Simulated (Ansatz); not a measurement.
Input for Ansatz (development build ahead of 0.2.0):

```yaml
crystal:
  periodic: [false, false, false]
  atoms:
    - { symbol: H, position_ang: [1.7, 2.0e-05, 0.37001] }
    - { symbol: H, position_ang: [-1.0e-05, 1.70001, 0.37005] }
    - { symbol: H, position_ang: [-1.70001, -3.0e-05, 0.36998] }
    - { symbol: H, position_ang: [0.0, -1.70002, 0.37] }
    - { symbol: H, position_ang: [1.7, 3.0e-05, -0.37002] }
    - { symbol: H, position_ang: [2.0e-05, 1.70005, -0.37] }
    - { symbol: H, position_ang: [-1.69999, 2.0e-05, -0.37001] }
    - { symbol: H, position_ang: [1.0e-05, -1.69998, -0.36999] }
basis:
  gaussian: { orbitals: cc-pVDZ }
total_charge: 1
magnetization:
  spin_polarized: true
  initial_magnetization: 1
hamiltonian:
  xc: hf
output:
  forces: true
```

The input is written out in the form of the current development build from the run's settings.

The run gave:

| Property | Result |
| --- | --- |
| Converged | yes |
| Total energy | -3.97065 hartree |
| Spin squared of the determinant | 0.770 |
| Stability test | minimum |

Forces (eV/Å):
| atom | Fx | Fy | Fz |
| --- | --- | --- | --- |
| H1 | -0.202 | 0.000 | 2.445 |
| H2 | 0.000 | -0.202 | 2.446 |
| H3 | 0.201 | 0.000 | 2.442 |
| H4 | 0.000 | 0.201 | 2.441 |
| H5 | -0.202 | 0.000 | -2.445 |
| H6 | 0.000 | -0.202 | -2.446 |
| H7 | 0.201 | 0.001 | -2.442 |
| H8 | 0.000 | 0.201 | -2.441 |

Caution: the charge can sit on one fragment and break the point group.
